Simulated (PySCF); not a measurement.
Vertical excitations of a molecule H₇NOSi₂ from TDA-PBE0/def2-SVPD (PySCF 2.14.0), as energy in eV (oscillator strength): 6.65 (0.067), 7.16 (0.004), 7.27 (0.030), 7.67 (0.040), 7.83 (0.024), 7.90 (0.019), 8.14 (0.000), 8.24 (0.002), 8.26 (0.011), 8.33 (0.017). Lowest triplet (TDA): 6.23 eV. Geometry optimised at B3LYP-D3(BJ)/def2-SVP. The values are those of a single conformer.

### Question
Which molecule gave these data?
A. N[SiH2]O[SiH3]
B. N[SiH2][SiH2]O
C. N[Si@H](O)[SiH3]
D. O[SiH2]N[SiH3]

### Answer
A, N[SiH2]O[SiH3]
